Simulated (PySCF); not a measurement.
Compound: C₅H₁₄N₂Si₂.
Numbering: `[CH3:1]/[CH:2]=[CH:3]\[Si@@H:4]1[CH2:5][NH:6][CH2:7][SiH2:8][NH:9]1`

NICS is the negative of the GIAO shielding at a point without a nucleus: at the ring centre (0) and 1 Å above and below it (1); zz is the component along the ring normal. Level: GIAO PBE0/pcSseg-1 (PySCF, non-relativistic, gas phase) on the GFN2-xTB geometry, one conformer.

Ring bond lengths (Å), with Mayer bond orders in brackets: Si4–C5 1.909 (0.91), C5–N6 1.458 (0.95), N6–C7 1.458 (0.96), C7–Si8 1.910 (0.91), Si8–N9 1.732 (0.97), N9–Si4 1.739 (0.95).

Question: Give the NICS values of each ring in ppm.

Answer: 
| ring | type | NICS(0) | NICS(1), two faces | NICS(1)zz, two faces | rms pucker (Å) | centre to ring atoms, mean (Å) |
| --- | --- | --- | --- | --- | --- | --- |
| Si4–C5–N6–C7–Si8–N9 | 6-membered ring with 2 N and 2 Si; formal bonds all single | 0.0 | -0.6 / -0.3 | 6.2 / 4.7 | 0.21 | 1.65 |

Question: What can be read from them?

Answer: 
- Si4–C5–N6–C7–Si8–N9: mean NICS(1)zz 5.5 ppm, deshielded. Si4, C5, C7, Si8 have four or more neighbours; no verdict on aromaticity is drawn.

Question: What are the shieldings of the ring atoms and their hydrogens in the same run (means over atoms taken as equivalent)?

Answer: 
```tsv
atoms	environment	σ isotropic (ppm)	principal values of the symmetric part, first atom (ppm)
Si4	SiH silicon	392.9	370.1, 397.9, 410.6
C5	sp3 carbon bound to nitrogen	146.7	130.2, 131.7, 178.2
N6	secondary amine nitrogen	237.9	195.6, 215.6, 302.4
C7	sp3 carbon bound to nitrogen	149.1	131.0, 134.8, 181.6
Si8	SiH2 silicon	395.1	368.1, 388.6, 428.5
N9	nitrogen bridging silicon atoms	258.2	238.8, 250.8, 284.9
H on Si4	Si–H hydrogen	26.41	23.4, 24.5, 31.3
H on C5	methylene hydrogen	29.31	24.8, 29.1, 34.0
H on C5	methylene hydrogen	28.90	23.7, 28.2, 34.8
H on N6	N–H hydrogen	31.96	24.1, 31.7, 40.1
H on C7	methylene hydrogen	29.13	25.0, 28.0, 34.4
H on C7	methylene hydrogen	28.93	24.0, 27.3, 35.5
H on Si8	Si–H hydrogen	26.71	22.8, 24.6, 32.7
H on Si8	Si–H hydrogen	26.96	23.5, 24.7, 32.6
```

The list is cut; further classes of hydrogen are left out.

Time: 57 s of wall time; peak memory 1.1 GiB. Hardware: one thread, Arm Neoverse V2 (aarch64), on a shared host. This is the whole shielding run at PBE0/pcSseg-1, SCF included.
